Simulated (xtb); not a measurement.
AlHF2, SMILES [F][AlH][F]. All values are semi-empirical tight-binding results from xtb (GFN2-xTB unless named), good for trends rather than for accurate numbers. Geometry optimised at GFN2-xTB.

Optimised geometry:

```xyz
4

Al     0.0052    -0.4070     0.0000
H     -0.0237    -1.8951     0.0000
F     -0.0024     0.3993    -1.4302
F     -0.0024     0.3993     1.4302
```

For metal compounds this method's bond lengths and energies can be far off.

Computed properties:
```json
{
  "point_group_as_xtb_finds_it": "C2v",
  "orbital_gap": "5.54 eV",
  "zero_point_energy": "7.0 kcal/mol",
  "G − E(el) at 298.15 K (modified RRHO)": "-8.9 kcal/mol"
}
```

Computed atomic charges and the Wiberg bond orders between heavy atoms:
charges (e) Al1 0.52, H2 -0.05, F3 -0.23, F4 -0.23. Bond orders Al1–F3 1.28, Al1–F4 1.28.
